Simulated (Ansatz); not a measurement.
Two isomers of C3H5IO: A = `CC1(I)CO1`, B = `O/C=C/CI`.

Gas-phase electronic energies from Ansatz, PBE0-D4/def2-TZVP geometries. CCSD(T)/CBS is the MP2 limit (def2-TZVPP, def2-QZVPP) plus CCSD(T) − MP2 in def2-TZVPP, frozen cores. Functionals use def2-TZVPP. B3LYP here is the variant with VWN-RPA as its local correlation; programs differ in this. def2 core potentials past Kr. For I outer-core shells are correlated without core-valence functions, which leaves a few kJ/mol of doubt a bond. One conformer a species, not always the lowest.

A:

```xyz
10

C     1.1666   -0.2642   -0.4262
C    -0.2614   -0.3254    0.0106
I    -1.3973   -1.7922   -1.0811
C    -0.9997    0.8026    0.5611
O    -0.5205   -0.2758    1.3714
H     1.2343   -0.0339   -1.4898
H     1.6613   -1.2196   -0.2458
H     1.6818    0.5121    0.1455
H    -0.4880    1.7499    0.7134
H    -2.0772    0.8467    0.4409
```

B:

```xyz
10

O     2.0162    0.4074    1.2075
C     0.8543   -0.1283    0.7940
C     0.0117    0.3871   -0.1011
C    -1.2366   -0.2842   -0.4731
I    -1.1700   -1.1122   -2.4985
H     2.1775    1.2325    0.7373
H     0.6583   -1.0735    1.2899
H     0.2479    1.3282   -0.5921
H    -2.0938    0.3820   -0.5225
H    -1.4655   -1.1390    0.1586
```

Task: Which is lower in electronic energy at CCSD(T)/CBS, and by how much? (Best estimate.)

Result: Ansatz gave: B, by 13.8 kcal/mol.

Task: Give E(B) − E(A) in kcal/mol with BLYP-D4, LDA (SPW92), PBE-D4, PBE0-D4, B3LYP, B3LYP-D4, ωB97M-V. (An estimate is asked.)

Result: The calculation gave: BLYP-D4 -16.5, LDA (SPW92) -11.7, PBE-D4 -12.7, PBE0-D4 -12.5, B3LYP -16.9, B3LYP-D4 -16.1, ωB97M-V -12.8. None reverses the order clearly.

Task: Does the order hold for the free energy at 298.15 K (harmonic terms from PBE0-D4)? (Estimate.)

Result: The calculation gave: Yes: G(B) − G(A) = -14.2 kcal/mol, for one conformer each.

Largest T1 diagnostic: 0.011.

Leaving LDA and LC-ωPBE aside and taking each functional with its dispersion term where it has one, the values, not all of them listed here, spread over 6.2 kcal/mol, from BLYP-D4 to ωB97X-V. LDA lies +1.5 kcal/mol from PBE without D4. From BLYP to BHLYP (50 % exact exchange), in def2-TZVPP and without D4, E(B) − E(A) moves by +0.9 kcal/mol.
